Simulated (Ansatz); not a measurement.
Consider the redistribution: `N[Si](O)(F)Cl` + `N[SiH2]S[SiH2]F` → `N[Si](N)(F)Cl` + `O[SiH2]S[SiH2]F`.

Isolated molecules relaxed with PBE0-D4/def2-TZVP in Ansatz; ΔE leaves out vibrations. CCSD(T)/CBS adds triple-zeta CCSD(T) − MP2 to the extrapolated MP2 energy (def2 sets, frozen cores). Functionals use def2-TZVPP. B3LYP here is the variant with VWN-RPA as its local correlation; programs differ in this. One conformer a species, not always the lowest.

| level | ΔE (kcal/mol) | difference from CCSD(T)/CBS |
| --- | --- | --- |
| PBE-D4 | -0.6 | 0.1 |
| r2SCAN-D4 | -0.6 | 0.1 |
| PBE0-D4 | -0.6 | 0.1 |
| B3LYP-D4 | -0.9 | -0.2 |
| ωB97X-V | -0.9 | -0.2 |
| ωB97M-V | -0.8 | -0.1 |
| PBE | -0.7 | 0.0 |
| r2SCAN | -0.6 | 0.1 |
| PBE0 | -0.7 | 0.0 |
| HF/def2-TZVPP | -1.0 | -0.3 |
| CCSD/def2-TZVPP | -0.6 | 0.1 |
| HF/def2-QZVPP | -0.9 | -0.2 |
| MP2/def2-QZVPP | -0.7 | 0.0 |
| SCS-MP2/def2-QZVPP | -0.8 | -0.1 |
| HF/CBS(def2) | -0.9 | -0.2 |
| CCSD/CBS(def2) | -0.8 | -0.1 |
| CCSD(T)/CBS | -0.7 | 0 |

Largest T1 diagnostic among the species: 0.012.
